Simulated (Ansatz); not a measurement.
Reaction (hydrogenolysis of the Se–B bond): `NB(F)[SeH]` + H₂ → H₂Se + `NBF`

Program: Ansatz. Geometries: PBE0-D4/def2-TZVP. ΔE: electronic, gas phase. CCSD(T)/CBS adds triple-zeta CCSD(T) − MP2 to the extrapolated MP2 energy (def2 sets, frozen cores). This one scheme is used for every species. DFT in def2-TZVPP. For Se outer-core shells are correlated without core-valence functions, which leaves a few kJ/mol of doubt a bond. Scalar relativity is left out up to krypton. Each species was taken in one conformer, which may not be the lowest.

```
  level  ΔE (kJ/mol)
 revPBE         24.0
r2SCANh         30.6
```

Task: What does CCSD(T)/CBS give? (An estimate is asked.)

Result: The calculation gave: +28.5 kJ/mol. The listed levels differ from it by -4.5, 2.1 kJ/mol.

Largest T1 diagnostic among the species: 0.012.

Leaving LDA and LC-ωPBE aside and taking each functional with its dispersion term where it has one, the values, not all of them listed here, spread over 17.5 kJ/mol, from CAM-B3LYP-D4 to revPBE-D4. LDA lies +5.2 kJ/mol from PBE without D4. From r2SCAN to r2SCAN0 (25 % exact exchange), in def2-TZVPP and without D4, ΔE moves by −3.4 kJ/mol.
